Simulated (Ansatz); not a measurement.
Input for Ansatz (an electronic-structure program): U-CCSD(T)/cc-pV(T+d)Z on H3NSi (SMILES N[SiH]), a point of a bond scan (R = 1.211 Å). Files ending in .json are basis or fitting sets from the Basis Set Exchange.

Ansatz 0.2 input:
```yaml
crystal:
  periodic: [false, false, false]
  atoms:
    - {symbol: Si, position_ang: [-0.24474767, 0.39103857, 0.50999719]}
    - {symbol: H, position_ang: [-0.58600086, 1.47385990, -0.51531157]}
    - {symbol: N, position_ang: [0.39778231, -0.68955254, -0.65444502]}
    - {symbol: H, position_ang: [0.47620818, -0.49616109, -1.84723218]}
    - {symbol: H, position_ang: [0.76485489, -1.59313906, -0.39509969]}
basis:
  gaussian:
    orbitals: cc-pV_T+d_Z.json
correlation: {method: ccsd_t, electrons: outside_noble_gas}
scf: {omitted_lower_state_checks: [cluster_reference]}
magnetization: {spin_polarized: true, initial_magnetization: 0}
```

The log:

```
WARN ansatz: RAYON_NUM_THREADS=1 ignored (pool sized by the plan → 1); use --threads N
Functional definition: HF
these checks for a lower state are left out or cut short: cluster_reference
integrals: 0.24 GiB planned
648 factors; integrals over basis functions are off by at most 1.1e-3 eV
mean field: 0.23 GiB planned
mean field evaluation 1: about -9389.1592 eV, gradient 2.1e1 eV
mean field evaluation 2: about -9389.1614 eV, gradient 2.1e1 eV
mean field evaluation 4: about -9391.1614 eV, gradient 1.8e0 eV
mean field evaluation 8: about -9391.1921 eV, gradient 1.3e-3 eV
mean field evaluation 16: about -9391.1859 eV, gradient 1.3e-1 eV
mean field -9391.19205966 eV, -345.1199426139 hartree, gradient 2.7e-6 eV, S^2 0.000000; 2 other end points of the search recorded, 0 dependent functions left out
6 core orbitals not correlated
reference -9391.19205966 eV, -345.1199426139 hartree; 6, 6 occupied and 99, 99 virtual orbitals, 648 factors
second order -8.97575634 eV of doubles, -0.00000000 eV of singles
coupled cluster: 0.57 GiB planned
cycle   1  -9.29533659 eV  change   -3.2e-1 eV  update   8.1e-2
cycle   2  -9.60254088 eV  change   -3.1e-1 eV  update   2.9e-2
cycle   3  -9.67696366 eV  change   -7.4e-2 eV  update   1.6e-2
cycle   4  -9.67112250 eV  change    5.8e-3 eV  update   4.4e-3
cycle   5  -9.67180784 eV  change   -6.9e-4 eV  update   2.3e-3
cycle   6  -9.67128579 eV  change    5.2e-4 eV  update   7.6e-4
cycle   7  -9.67117295 eV  change    1.1e-4 eV  update   2.6e-4
cycle   8  -9.67124080 eV  change   -6.8e-5 eV  update   8.8e-5
cycle   9  -9.67123437 eV  change    6.4e-6 eV  update   2.4e-5
cycle  10  -9.67122950 eV  change    4.9e-6 eV  update   8.2e-6
perturbative correction -0.39761413 eV, -0.0146120499 hartree
Total energy: -9401.26090329 eV, -345.4899657925 hartree
Checks for a lower state left out: cluster_reference
```

The run converged.

Cost: roughly 9 core-seconds.
